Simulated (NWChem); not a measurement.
CH₇FSi₂; SMILES C[Si@@H](F)[SiH3]

Program: NWChem. Pople sets run with spherical d functions. All runs use the structure optimised with PBE0/def2-SVP. Level: M05-2X/6-31G* with SMD (1 M gas to 1 M solution), gas-phase geometry. Reactions with the solvent are ignored.

| solvent | dielectric constant | solvation free energy (kcal/mol) | cavity-dispersion-structure term (kcal/mol) | dipole in solution (D) |
|---|---|---|---|---|
| water | 78.4 | 1.7 | 4.4 | 2.23 |
| toluene | 2.37 | -1.7 | -0.2 | 2.01 |
| acetone | 20.5 | -2.3 | 0.2 | 2.21 |
| tetrahydrofuran | 7.43 | -1.8 | 0.5 | 2.16 |
| diethyl ether | 4.24 | -2.4 | -0.3 | 2.10 |
| 1-propanol | 20.5 | -2.2 | 0.3 | 2.21 |
